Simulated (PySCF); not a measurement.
# B (boron, neutral) across methods

[He] 2s2 3s1, 2S determinant (an excited configuration). Calculation: PySCF 2.14, in aug-cc-pVTZ-DK; the spin-free X2C one-electron Hamiltonian (Gaussian nucleus).

| method | E (hartree) | mean ε 2s α (eV) | mean ε 2s β (eV) | mean ε 3s α (eV) | Σ⟨r²⟩ (bohr²) | ⟨S²⟩ |
| --- | --- | --- | --- | --- | --- | --- |
| B97-3 | -24.4620 | -15.813 | -15.724 | -2.180 | 45.44 | 0.750 |
| r2SCAN0 | -24.4434 | -15.900 | -15.769 | -2.188 | 45.87 | 0.750 |
| PBEsol | -24.2903 | -14.320 | -14.208 | -1.871 | 45.71 | 0.750 |
| PBE | -24.4224 | -14.446 | -14.326 | -1.914 | 45.74 | 0.750 |
| LDA | -24.1665 | -14.341 | -14.208 | -1.827 | 45.16 | 0.750 |
| M06-2X | -24.4746 | -16.847 | -16.822 | -2.636 | 44.78 | 0.751 |
| UHF | -24.35380 | -18.852 | -18.535 | -3.000 | 46.12 | 0.750 |
| r2SCAN | -24.4400 | -14.706 | -14.634 | -1.856 | 46.12 | 0.750 |
| PBE0 | -24.4300 | -15.760 | -15.607 | -2.269 | 45.81 | 0.750 |

The outer electron is Rydberg-like, and this basis confines it to a smaller radius and binds it less than a complete one would.
